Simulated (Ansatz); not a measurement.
```xyz
15

B     1.279   -1.749   -0.863
N     0.222   -1.435   -0.008
Si   -0.240    0.125    0.653
C    -1.952    0.572    0.057
C     1.012    1.413    0.174
H     2.020   -0.882   -1.232
H     1.436   -2.882   -1.222
H    -0.364   -2.211    0.269
H    -0.285   -0.016    2.138
H    -2.288    1.510    0.508
H    -1.967    0.691   -1.029
H    -2.679   -0.201    0.321
H     1.057    1.543   -0.910
H     0.737    2.372    0.621
H     2.012    1.150    0.524
```

The species carries charge 0 and has multiplicity 1.

(1) List the B3LYP/def2-TZVPP orbital energies in eV (Ansatz 0.2.0). (Best estimate.)

Results:

(1) The calculation gave: Occupied: -1798.91, -389.27, -276.33, -276.31, -183.14, -143.40, -98.74, -98.71, -98.70, -23.38, -19.41, -18.77, -14.33, -13.99, -11.90, -11.47, -11.20, -10.96, -10.91, -10.09, -9.33, -8.70, -8.47, -7.90. Lowest empty: -0.24, 0.60, 0.91, 1.20, 2.08, 2.28, 2.35, 2.53.

B3LYP here is the variant with VWN-RPA as its local correlation; programs differ in this.
